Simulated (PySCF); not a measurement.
C4H4Se, SMILES c1cc[se]c1.

Geometry: r2SCAN-D4/def2-SVP.

Computed with PBE0/def2-TZVP (PySCF).

The total energy is -2555.94718 hartree and the point group comes out as C2v. The highest occupied level comes out as -6.83 eV. The lowest empty level is -0.64 eV, the orbital gap is 6.19 eV and the dipole moment is 0.39 D. The quadrupole, principal values (traceless, Buckingham form, about the centre of nuclear charge) is -8.21, 2.18, 6.03 D·Å, the mean static polarisability is 66.4 bohr³ (9.83 Å³) and the polarisability, principal values comes out as 42.1, 72.7, 84.3 bohr³.
